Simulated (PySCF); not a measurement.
Excitations are Tamm–Dancoff values on a coarser integration grid. The basis has no diffuse functions, so Rydberg states are missing or too high.

# C3H5Cl, SMILES `C1CC1Cl` (charge 0, multiplicity 1)

Method: PySCF 2.14.0 with PBE-D3(BJ)/def2-TZVP // TPSSh-D3(BJ)/def2-TZVP.

```yaml
HOMO: -6.45 eV
dipole_moment: 1.87 D
LUMO: -0.29 eV
HOMO–LUMO gap: 6.15 eV
S1 excitation (TDA): 6.50 eV
S1 oscillator strength: 0.000
T1 excitation (TDA): 5.80 eV
S1–T1 gap (TDA): 0.70 eV
total_energy: -577.2067 Ha
cost: roughly 30 core-seconds
```

```xyz
9

Cl     2.0401    -0.3917    -0.9400
C      0.7005    -0.3419     0.2143
C     -0.6993    -0.4869    -0.2866
C     -0.2059     0.8453     0.2281
H      0.9819    -0.8070     1.1482
H     -1.3901    -1.0610     0.3185
H     -0.8339    -0.5858    -1.3554
H     -0.0171     1.6196    -0.5033
H     -0.5536     1.1981     1.1913
```
